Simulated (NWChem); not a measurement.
All runs are NWChem calculations. System: silicon monosulfide (SSi), charge 0, spin multiplicity 1, at a geometry optimised with PBE0/def2-SVP. Level: LDA (SVWN5)/def2-TZVP.

Output (cleaned and shortened):

```
             Northwest Computational Chemistry Package (NWChem) 7.3.0
             --------------------------------------------------------

                                NWChem Input Module
                                -------------------

 Scaling coordinates for geometry "geometry" by  1.889725989
 (inverse scale =  0.529177249)

 Turning off AUTOSYM since
 SYMMETRY directive was detected!

                             Geometry "geometry" -> ""
                             -------------------------

 Output coordinates in angstroms (scale by  1.889725989 to convert to a.u.)

  No.       Tag          Charge          X              Y              Z
 ---- ---------------- ---------- -------------- -------------- --------------
    1 Si                  14.0000     0.00000000     0.00000000     1.03447900
    2 S                   16.0000     0.00000000     0.00000000    -0.90517000

 Effective nuclear repulsion energy (a.u.)      61.1119350851

            Nuclear Dipole moment (a.u.)
            ----------------------------
        X                 Y               Z
 ---------------- ---------------- ----------------
     0.0000000000     0.0000000000    -0.0000264562

      Symmetry information
      --------------------

 Group name             C2v
 Group number             16
 Group order               4
 No. of unique centers     2

      Symmetry unique atoms

     1    2


 Summary of "ao basis" -> "" (spherical)
 ------------------------------------------------------------------------------
       Tag                 Description            Shells   Functions and Types
 ---------------- ------------------------------  ------  ---------------------
 *                         def2-tzvp                  on all atoms

                                 NWChem DFT Module
                                 -----------------

 Summary of "ao basis" -> "ao basis" (spherical)
 ------------------------------------------------------------------------------
       Tag                 Description            Shells   Functions and Types
 ---------------- ------------------------------  ------  ---------------------
 Si                        def2-tzvp                13       37   5s5p2d1f
 S                         def2-tzvp                13       37   5s5p2d1f

 Summary of "ao basis" -> "ao basis" (spherical)
 ------------------------------------------------------------------------------
       Tag                 Description            Shells   Functions and Types
[...]
 Vector   14  Occ=2.000000D+00  E=-2.675872D-01  Symmetry=b2
              MO Center=  2.9D-32, -3.6D-17, -4.3D-01, r^2= 2.0D+00
   Bfn.  Coefficient  Atom+Function         Bfn.  Coefficient  Atom+Function
  ----- ------------  ---------------      ----- ------------  ---------------
    53      0.435192  2 S  py                56      0.277641  2 S  py
    16      0.234288  1 Si py                50      0.208285  2 S  py
    44     -0.174624  2 S  py                19      0.122719  1 Si py
     7     -0.089359  1 Si py                13      0.086327  1 Si py
    47     -0.075498  2 S  py                22     -0.044024  1 Si d -1

 Vector   15  Occ=2.000000D+00  E=-2.574542D-01  Symmetry=a1
              MO Center= -5.2D-16,  2.8D-15,  4.7D-01, r^2= 3.2D+00
   Bfn.  Coefficient  Atom+Function         Bfn.  Coefficient  Atom+Function
  ----- ------------  ---------------      ----- ------------  ---------------
     5      0.472676  1 Si s                 54     -0.363397  2 S  pz
    17      0.291908  1 Si pz                 4      0.264213  1 Si s
    57     -0.261444  2 S  pz                51     -0.178179  2 S  pz
     3     -0.165591  1 Si s                 45      0.147438  2 S  pz
    14      0.145717  1 Si pz                 8     -0.136144  1 Si pz

 Vector   16  Occ=0.000000D+00  E=-1.194301D-01  Symmetry=b1
              MO Center=  3.0D-16, -9.6D-32,  6.7D-01, r^2= 3.3D+00
   Bfn.  Coefficient  Atom+Function         Bfn.  Coefficient  Atom+Function
  ----- ------------  ---------------      ----- ------------  ---------------
    18      0.485320  1 Si px                15      0.478068  1 Si px
    55     -0.343765  2 S  px                52     -0.265366  2 S  px
     6     -0.158541  1 Si px                12      0.159012  1 Si px
    49     -0.143757  2 S  px                43      0.108489  2 S  px
     9     -0.070148  1 Si px                46      0.048301  2 S  px

 Vector   17  Occ=0.000000D+00  E=-1.194301D-01  Symmetry=b2
              MO Center=  2.2D-30, -5.2D-15,  6.7D-01, r^2= 3.3D+00
   Bfn.  Coefficient  Atom+Function         Bfn.  Coefficient  Atom+Function
  ----- ------------  ---------------      ----- ------------  ---------------
    19      0.485320  1 Si py                16      0.478068  1 Si py
    56     -0.343765  2 S  py                53     -0.265366  2 S  py
     7     -0.158541  1 Si py                13      0.159012  1 Si py
    50     -0.143757  2 S  py                44      0.108489  2 S  py
    10     -0.070148  1 Si py                47      0.048301  2 S  py

 Vector   18  Occ=0.000000D+00  E= 6.648376D-03  Symmetry=a1
              MO Center= -2.1D-15, -2.1D-15,  8.5D-01, r^2= 5.4D+00
   Bfn.  Coefficient  Atom+Function         Bfn.  Coefficient  Atom+Function
  ----- ------------  ---------------      ----- ------------  ---------------
    20      1.196730  1 Si pz                42      1.161339  2 S  s
     5     -1.052546  1 Si s                 57      0.666643  2 S  pz
    17      0.363325  1 Si pz                54      0.247207  2 S  pz
    41      0.171061  2 S  s                 40     -0.163059  2 S  s
    23      0.125163  1 Si d  0               3      0.096077  1 Si s

 center of mass
 --------------
 x =   0.00000000 y =   0.00000000 z =   0.00004375

 moments of inertia (a.u.)
 ------------------
         200.462357521714           0.000000000000           0.000000000000
           0.000000000000         200.462357521714           0.000000000000
           0.000000000000           0.000000000000           0.000000000000

     Multipole analysis of the density
     ---------------------------------

     L   x y z        total         alpha         beta         nuclear
     -   - - -        -----         -----         ----         -------
     0   0 0 0     -0.000000    -15.000000    -15.000000     30.000000

     1   1 0 0      0.000000      0.000000      0.000000      0.000000
     1   0 1 0      0.000000      0.000000      0.000000      0.000000
     1   0 0 1      0.622914      0.311470      0.311470     -0.000026

     2   2 0 0    -18.828107     -9.414053     -9.414053      0.000000
     2   1 1 0     -0.000000     -0.000000     -0.000000      0.000000
     2   1 0 1     -0.000000     -0.000000     -0.000000      0.000000
     2   0 2 0    -18.828107     -9.414053     -9.414053      0.000000
     2   0 1 1     -0.000000     -0.000000     -0.000000      0.000000
     2   0 0 2    -19.089485    -59.702803    -59.702803    100.316121

 Task  times  cpu:        1.8s     wall:        1.8s

 Total times  cpu:        1.9s     wall:        1.9s
```

Write an NWChem input that would produce this output.

Several could match; the one computed here: 
```
start mol
memory heap 200 mb stack 900 mb global 1100 mb
geometry units angstroms nocenter noautoz
  Si     0.000000     0.000000     1.034479
  S      0.000000     0.000000    -0.905170
  symmetry group C2v
end
basis spherical
  * library def2-tzvp
end
dft
  xc slater vwn_5
  semidirect memsize 60000000 filesize 0
  iterations 100
end
task dft energy
```
